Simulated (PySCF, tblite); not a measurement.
C₆H₅OS (charge -1).
Atom-mapped SMILES: `[CH2:1]=[CH:2][c:3]1[cH:4][cH:5][o:6][c:7]1[S-:8]` (hydrogens: H9, H10 on C1; H11 on C2; H12 on C4; H13 on C5)
Bond orders are those of one Lewis drawing.

Computed with GFN2-xTB (tblite), gas phase: Langevin dynamics at 200 K from the optimised GFN2-xTB geometry, time step 0.5 fs, friction 0.01 fs⁻¹, 2000 steps. Over the second half of the run the saved frames average 181 K.

Frame at 250 fs, instantaneous temperature 207 K:
```
atom  x, y, z in Å
C1     -2.560   -0.438    0.405
C2     -1.582    0.429    0.200
C3     -0.193    0.123    0.251
C4      0.573   -1.090    0.421
C5      1.861   -0.835    0.111
O6      1.977    0.492   -0.163
C7      0.775    1.083   -0.098
S8      0.464    2.702   -0.509
H9     -3.635   -0.162    0.492
H10    -2.499   -1.492    0.614
H11    -1.806    1.478    0.085
H12     0.105   -2.085    0.482
H13     2.808   -1.404    0.104
```

Frame at 425 fs, instantaneous temperature 197 K:
```
atom  x, y, z in Å
C1     -2.804   -0.735    0.959
C2     -1.885    0.037    0.376
C3     -0.485   -0.131    0.313
C4      0.284   -1.226    0.881
C5      1.567   -0.876    0.683
O6      1.722    0.361    0.101
C7      0.468    0.866   -0.072
S8      0.217    2.308   -0.830
H9     -3.806   -0.479    0.891
H10    -2.504   -1.609    1.557
H11    -2.224    0.858   -0.200
H12    -0.078   -2.138    1.372
H13     2.491   -1.392    0.973
```

Frame at 625 fs, instantaneous temperature 152 K:
```
atom  x, y, z in Å
C1     -2.674   -1.183    1.105
C2     -1.956   -0.182    0.584
C3     -0.557   -0.203    0.428
C4      0.336   -1.250    0.820
C5      1.568   -0.814    0.478
O6      1.532    0.410   -0.152
C7      0.240    0.784   -0.148
S8     -0.143    2.376   -0.597
H9     -3.738   -1.160    1.127
H10    -2.375   -2.176    1.465
H11    -2.566    0.702    0.260
H12     0.041   -2.062    1.477
H13     2.529   -1.307    0.577
```

Frame at 800 fs, instantaneous temperature 208 K:
```
atom  x, y, z in Å
C1     -2.599   -1.301    1.280
C2     -1.960   -0.218    0.804
C3     -0.604   -0.143    0.412
C4      0.382   -1.174    0.460
C5      1.560   -0.661    0.042
O6      1.412    0.626   -0.445
C7      0.087    0.953   -0.187
S8     -0.584    2.482   -0.471
H9     -3.644   -1.392    1.496
H10    -1.982   -2.210    1.433
H11    -2.460    0.719    0.617
H12     0.278   -2.195    0.782
H13     2.549   -1.064   -0.034
```

Frame at 1000 fs, instantaneous temperature 254 K:
```
atom  x, y, z in Å
C1     -2.711   -1.450    1.441
C2     -2.004   -0.421    1.016
C3     -0.666   -0.398    0.602
C4      0.258   -1.463    0.304
C5      1.372   -0.884   -0.199
O6      1.280    0.440   -0.303
C7      0.012    0.741    0.157
S8     -0.652    2.267   -0.062
H9     -3.695   -1.467    1.835
H10    -2.228   -2.417    1.491
H11    -2.545    0.556    1.113
H12     0.120   -2.418    0.660
H13     2.309   -1.351   -0.408
```

**Question.** What do single points at PBE0/pcSseg-1 (PySCF, gas phase) give on these frames?

**Answer.** 
| t (fs) | GFN2-xTB E above start (eV) | DFT E above lowest frame (eV) | HOMO (eV) | LUMO (eV) |
| --- | --- | --- | --- | --- |
| 250 | 0.34 | 0.13 | -0.35 | 3.97 |
| 425 | 0.23 | 0.02 | -0.32 | 3.99 |
| 625 | 0.28 | 0.09 | -0.32 | 3.89 |
| 800 | 0.20 | 0.00 | -0.34 | 3.82 |
| 1000 | 0.36 | 0.26 | -0.27 | 3.97 |

Both levels order the frames alike by energy; measured from each level's lowest frame they differ by 0.10 eV at most. The HOMO–LUMO gap runs from 4.16 to 4.32 eV. These are instantaneous structures, not minima.

**Question.** And the isotropic GIAO shieldings (ppm) from the same runs?

**Answer.** 
```json
{"atom": "C1", "250 fs": "95.8", "425 fs": "101.0", "625 fs": "96.7", "800 fs": "97.3", "1000 fs": "97.1", "mean": "97.6", "range": "5.2"}
{"atom": "C2", "250 fs": "45.6", "425 fs": "44.3", "625 fs": "45.2", "800 fs": "44.2", "1000 fs": "45.5", "mean": "45.0", "range": "1.4"}
{"atom": "C3", "250 fs": "64.2", "425 fs": "65.9", "625 fs": "69.5", "800 fs": "66.1", "1000 fs": "69.5", "mean": "67.0", "range": "5.3"}
{"atom": "C4", "250 fs": "74.2", "425 fs": "70.9", "625 fs": "71.6", "800 fs": "73.5", "1000 fs": "76.4", "mean": "73.3", "range": "5.5"}
{"atom": "C5", "250 fs": "55.7", "425 fs": "51.9", "625 fs": "51.7", "800 fs": "50.9", "1000 fs": "56.9", "mean": "53.4", "range": "6.0"}
{"atom": "O6", "250 fs": "29.5", "425 fs": "24.6", "625 fs": "28.7", "800 fs": "16.9", "1000 fs": "36.0", "mean": "27.1", "range": "19.1"}
{"atom": "C7", "250 fs": "-5.5", "425 fs": "-3.0", "625 fs": "-1.9", "800 fs": "-13.1", "1000 fs": "-9.1", "mean": "-6.5", "range": "11.2"}
{"atom": "S8", "250 fs": "558.9", "425 fs": "556.0", "625 fs": "541.1", "800 fs": "518.7", "1000 fs": "537.9", "mean": "542.5", "range": "40.2"}
{"atom": "H9", "250 fs": "27.5", "425 fs": "28.4", "625 fs": "28.4", "800 fs": "27.5", "1000 fs": "27.8", "mean": "27.9", "range": "0.9"}
{"atom": "H10", "250 fs": "27.5", "425 fs": "27.3", "625 fs": "27.2", "800 fs": "27.0", "1000 fs": "27.8", "mean": "27.4", "range": "0.8"}
{"atom": "H11", "250 fs": "23.6", "425 fs": "24.9", "625 fs": "23.9", "800 fs": "24.3", "1000 fs": "23.8", "mean": "24.1", "range": "1.3"}
{"atom": "H12", "250 fs": "25.3", "425 fs": "24.8", "625 fs": "25.0", "800 fs": "25.4", "1000 fs": "26.2", "mean": "25.3", "range": "1.4"}
{"atom": "H13", "250 fs": "24.6", "425 fs": "25.1", "625 fs": "25.1", "800 fs": "25.2", "1000 fs": "25.5", "mean": "25.1", "range": "0.9"}
```

The cost below is that of the whole dynamics run. The run took 35 s of wall time on one thread of an Intel Xeon at 2.50 GHz, shared host with 64 logical CPUs at a one-minute load of 58, and the process peaked at 0.18 GiB of memory.
